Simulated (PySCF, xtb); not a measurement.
C2H10O2Si2, SMILES [SiH2](CC[SiH2]O)O. Other conformers were not sampled.

Harmonic wavenumbers (cm⁻¹) from GFN2-xTB in xtb at its own minimum, in rising order: 38, 48, 86, 167, 174, 207, 245, 255, 370, 473, 488, 601, 622, 670, 697, 740, 752, 766, 777, 785, 793, 814, 834, 884, 891, 1086, 1091, 1166, 1298, 1316, 1487, 1497, 2196, 2229, 2311, 2333, 2911, 2926, 2952, 2965, 3673, 3676.

### Question
What does PySCF with PBE0-D3(BJ)/def2-SVP give at its own minimum? (The exact figures need the calculation; the answer reports its results.)

### Answer
36, 58, 91, 144, 149, 178, 195, 242, 388, 473, 513, 655, 667, 702, 708, 804, 833, 841, 878, 887, 894, 912, 926, 949, 957, 1031, 1075, 1140, 1271, 1280, 1424, 1432, 2191, 2200, 2253, 2262, 3037, 3044, 3093, 3100, 3939, 3943. Paired by order, the mean absolute difference is 64 cm⁻¹ and the zero-point energies are 71.9 and 74.0 kcal/mol.
